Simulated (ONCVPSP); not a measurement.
## Ca (Z = 20), ONCV: configuration errors across variants

- Element: calcium (Ca)
- Generator: ONCVPSP 4.0.1
- Type: optimised norm-conserving Vanderbilt (ONCV)
- Functional: PBEsol
- Relativity: fully relativistic
- Frozen core: [Ne]
- Valence charge: 10
- Reference configuration: 3s2 3p6 4s1.75 4p0.25
- Partial waves: 3s+4s: rc 2.10 bohr, ncon 3, nbas 7, qcut 5.3 1/bohr, 2 projectors; 3p+4p: rc 1.80 bohr, ncon 4, nbas 7, qcut 8.3 1/bohr, 2 projectors; d scattering state at 0.43 Ha: rc 2.20 bohr, ncon 4, nbas 8, qcut 3.9 1/bohr, 2 projectors, debl 2.3 Ha
- Local potential: polynomial inside 1.45 bohr (lpopt 5, dvloc0 3 Ha)
- Core correction: Teter function, fcfact 4.5, rcfact 1.25

Open shells are filled in proportion to 2j + 1.

In the d channel the program set the typed energies aside and used -0.082, 2.218 Ha (j = l + 1/2; the other j can differ).

All-electron excitation energies from the reference (eV): (1) 3s2 3p6 4s2 4p0 -0.598; (2) 3s2 3p6 4s1 4p0 5.708; (3) 3s2 3p6 4s0 4p0 17.389; (4) 3s2 3p6 4s1 4p1 1.829.

2 further variants failed, have other tests or another functional or relativity, and are left out.

Errors AE − PS in meV (a dash: test not solved or not reliable):

```tsv
change	(1)	(2)	(3)	(4)	bound ghosts	GHOST(+) flags above zero
base	0.0	-0.1	-2.0	-0.1	none	none
d: rc 1.44; local potential polynomial inside 1.44 bohr (lpopt 5, dvloc0 3 Ha)	0.0	-0.1	-2.0	-0.2	none	none
s: qcut 6.3	0.0	-0.1	-1.7	-0.1	none	none
s: rc 1.66	0.0	-0.1	-1.4	-0.1	none	none
p: nproj 3	0.0	-0.1	-2.0	-0.1	none	none
core correction Teter function, fcfact 5.6, rcfact 1.25	0.0	-0.1	-2.1	-0.1	none	none
```

Give the same row for: s: ncon 4, nbas 8.

0.0, -0.1, -2.0, -0.2; bound ghosts: none; GHOST(+) flags above zero: none.
